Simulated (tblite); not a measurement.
Species: C8H9O (doublet state).
Bonds: C1–O2, O2–C3, C3–C4, C4–C5 (aromatic), C5–C6 (aromatic), C6–C7 (aromatic), C7–C8 (aromatic), C8–C9 (aromatic), C4–C9 (aromatic). Hydrogens: H10, H11, H12 on C1; H13, H14 on C3; H15 on C6; H16 on C7; H17 on C8; H18 on C9.

The geometry is computed with GFN2-xTB (gas phase). This method treats the open shell by occupation alone, without spin polarisation.

Q: Give the optimised bond lengths and angles.

A: 
| bond | length (Å) |
| --- | --- |
| C1–O2 | 1.406 |
| O2–C3 | 1.410 |
| C3–C4 | 1.511 |
| C4–C5 | 1.366 |
| C5–C6 | 1.363 |
| C6–C7 | 1.394 |
| C7–C8 | 1.384 |
| C8–C9 | 1.382 |
| C4–C9 | 1.398 |
| C1–H10 | 1.098 |
| C1–H11, C1–H12 | 1.092 |
| C3–H13, C3–H14 | 1.098 |
| C6–H15 | 1.080 |
| C7–H16 | 1.080 |
| C8–H17 | 1.081 |
| C9–H18 | 1.081 |

Bonds in one row agree within 0.01 Å and their mean is given. A selection of angles:
| angle | degrees |
| --- | --- |
| C1–O2–C3 | 113.3 |
| O2–C3–C4 | 113.3 |
| C3–C4–C5 | 123.4 |
| C3–C4–C9 | 120.1 |
| C5–C4–C9 | 116.5 |
| C4–C5–C6 | 125.3 |
| C5–C6–C7 | 117.5 |
| C6–C7–C8 | 119.6 |
| C7–C8–C9 | 120.8 |
| C4–C9–C8 | 120.3 |

Dihedral angles: C1–O2–C3–C4 -69° (synclinal); O2–C3–C4–C5 136° (anticlinal). The mirror-image conformer, all signs reversed, is as good.

The C–C distances run from 1.363 Å (C5–C6, aromatic) to 1.511 Å (C3–C4, drawn single), a spread of 0.148 Å. C7 (carbon bonded to 2 C and H) is planar (angles 120.7°, 119.7° and 119.6°, sum 360.0°, 0.00 Å off the plane of its three neighbours). Of the pairs four or more bonds apart, C4···H11 is among the closest relative to their van der Waals radii: 2.67 Å, 92 % of the sum of Bondi's values. C6 (carbon bonded to 2 C and H) is planar (angles 122.0°, 120.5° and 117.5°, sum 360.0°, 0.00 Å off the plane of its three neighbours). C4 (carbon bonded to 3 C) is planar (angles 123.4°, 120.1° and 116.5°, sum 360.0°, 0.00 Å off the plane of its three neighbours). The 6-membered ring C4–C5–C6–C7–C8–C9 has internal angles of 116.5° to 125.3° (sum 720°, against 720° for a flat polygon); it is planar, 0.00 Å rms from its mean plane, widest ring torsion 0°. C5 (carbon bonded to 2 C) is bent (angle 125.3°).

Point group: C1 (no symmetry element, even within 0.4 Å). Its GFN2-xTB frequencies are all real (lowest 30 cm⁻¹). 3 starts were optimised and ended at 0.00, 0.97 and 2.29 kcal/mol (GFN2-xTB); the lowest of these is shown.
